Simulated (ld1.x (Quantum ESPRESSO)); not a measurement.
**What the settings do to the TM potential of Ga (Z = 31)**

Base potential:

Ga, norm-conserving Troullier–Martins (Kleinman–Bylander form), made with ld1.x (Quantum ESPRESSO) 7.5 (PBE, scalar-relativistic). Core [Ar] 3d10, reference 4s1.5 4p0 (charge +1.5). Waves: 4s (bound): rc 1.50 bohr; 4p (bound, empty): rc 1.60 bohr. Local part: all-electron potential smoothed inside 1.45 bohr (lloc = -1). Core correction: Bessel-smoothed model core, default radius (core density twice the valence density).

All-electron outer shells of the reference configuration (PBE, scalar-relativistic, ld1.x):

| shell | level (eV) | outermost node (bohr) | outermost maximum (bohr) |
| --- | --- | --- | --- |
| 4s | -21.10 | 0.80 | 1.81 |
| 4p | -13.28 | 0.86 | 2.21 |

Cutoffs, loose and tight: the cutoffs (Ry, on a coarse ladder) from which the occupation-weighted sum of valence levels, in a spherical-Bessel basis at the reference potential, stays within 10 and 1 mRy of its value at 400 Ry. They do not see the model core or the augmentation charge, which bear on the density cutoff. Test errors are all-electron minus pseudo excitation energies from the reference, over the configurations 4s2 4p1; 4s2 4p0; 4s1 4p0; 4s0 4p3; 4s2 4p0.5; 4s1 4p2; 4s2 4p1.3. A dash means not determined; rows that change the core or the reference have their own tests.

A true bound ghost makes a file unfit for plane-wave use even where its test errors are small: the radial tests pick states by their node count and pass the ghost by.

The default core radius of the base comes out at 1.61 bohr.

```tsv
change	outcome	cutoff, loose	cutoff, tight	bound ghosts	largest test error (meV)
base	generated	15 Ry	55 Ry	none	-44
wave 4p (bound): rc 1.60 bohr becomes 4p (bound): rc 1.74 bohr	generated	15 Ry	55 Ry	none	-45
wave 4s (bound): rc 1.50 bohr becomes 4s (bound): rc 1.84 bohr	generated	15 Ry	35 Ry	none	-45
local potential all-electron potential smoothed inside 1.50 bohr (lloc = -2)	generated	25 Ry	55 Ry	none	-52
functional LDA (PZ)	generated	15 Ry	55 Ry	none	-44
fully relativistic	generated	15 Ry	55 Ry	none	-46
core correction Bessel-smoothed model core inside 1.18 bohr	generated	15 Ry	55 Ry	none	-46
local potential all-electron potential smoothed inside 1.74 bohr (lloc = -1)	generated	25 Ry	55 Ry	none	-51
type TM semilocal; local potential the s channel	generated	25 Ry	55 Ry	none	-55
```

(1) What comes out with this change to the base: all radii but the core radius scaled by about 0.81 (s 1.22, p 1.30 bohr); local potential all-electron potential smoothed inside 1.18 bohr (lloc = -1)?

(2) What comes out with this change to the base: core [Ar], valence charge 13; reference 3d10 4s1 4p2; waves now 4p (bound): rc 2.60 bohr; 3d (bound): rc 1.00 bohr; 4s (bound): rc 1.80 bohr; local potential the s channel; core correction none?

(3) What comes out with this change to the base: reference 4s2 4p0?

Results:

(1) outcome: generated; cutoff, loose: 55 Ry; cutoff, tight: 200 Ry; bound ghosts: s; largest test error (meV): -80.

(2) outcome: generated; cutoff, loose: 260 Ry; cutoff, tight: over 300 Ry; bound ghosts: none; largest test error (meV): -337.

(3) outcome: generated; cutoff, loose: 18 Ry; cutoff, tight: 60 Ry; bound ghosts: none; largest test error (meV): -89.
